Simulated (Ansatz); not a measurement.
Cost and result for the atomization energy of `[CH3][Al]([OH])[CH2]Cl` (11 atoms, 10 bonds).

Z-matrix (Å, degrees):
```
C
Al 1 1.944
H 1 1.095 2 111.1
H 1 1.094 2 111.8 3 119.5
H 1 1.093 2 111.4 3 -119.9
O 2 1.700 1 123.8 3 -73.7
C 2 1.951 1 122.6 3 104.9
Cl 2 2.599 1 107.9 3 152.4
H 6 0.955 2 123.5 1 -11.4
H 7 1.088 2 119.7 1 -170.6
H 7 1.087 2 122.1 1 -23.8
```

The species carries charge 0 and has multiplicity 1. Geometry: relaxed with PBE0-D4/def2-TZVP. It is one conformer, not always the lowest. Program: Ansatz. All runs use 4 threads of an Intel Xeon Platinum 8488C on a shared host. Times are those of one run each, without the atoms' runs, and a repeat can differ threefold. Electronic energies, without spin–orbit coupling; frozen cores. CCSD(T)/CBS adds CCSD(T) − MP2 in def2-TZVPP to the MP2 limit, and its time is that of the two runs behind it. T1 = 0.011. B3LYP takes the VWN-RPA correlation (the form of Gaussian; ORCA's B3LYP/G).

CCSD(T)/CBS is a level of theory with its own doubt, some kJ/mol a heavy atom from the limit and from the frozen cores, so smaller differences don't rank the functionals.

```csv
level,functions,wall time,atomization (kcal/mol),difference from CCSD(T)/CBS,per bond
PBE-D4/def2-TZVPP (with forces),261,1.8 s,967.0,11.5,1.1
PBE0-D4/def2-TZVPP,261,2.2 s,951.8,-3.7,-0.4
r2SCAN-D4/def2-TZVPP (with forces),261,2.7 s,957.9,2.4,0.2
B3LYP-D4/def2-TZVPP (with forces),261,3.1 s,949.2,-6.3,-0.6
B2PLYP/def2-TZVPP,261,3.4 s,941.6,-13.9,-1.4
ωB97X-V/def2-TZVPP,261,4.4 s,953.9,-1.6,-0.2
ωB97M-V/def2-TZVPP (with forces),261,6.5 s,956.8,1.3,0.1
MP2/def2-QZVPP,491,14 s,962.8,7.3,0.7
CCSD(T)/def2-TZVPP,261,70 s,930.3,-25.2,-2.5
CCSD(T)/CBS(def2),–,84 s,955.5,0.0,0.0
```

In def2-TZVPP, CCSD(T) changes the Hartree–Fock value by +229.9 kcal/mol (the triples alone add +13.9 kcal/mol) and MP2 by +247.5 kcal/mol; breaking electron pairs costs correlation energy, which Hartree–Fock lacks. The D4 term adds +8.4 kcal/mol with B3LYP and +4.4 kcal/mol with PBE0; it sums over pairs of atoms, weighted by their polarisabilities, and B3LYP, whose exchange is more repulsive, gets the larger term. From PBE to PBE0 (25 % exact exchange), in def2-TZVPP and without D4, the atomization energy moves by −14.4 kcal/mol: exact exchange takes away binding that semilocal exchange gives to molecules.
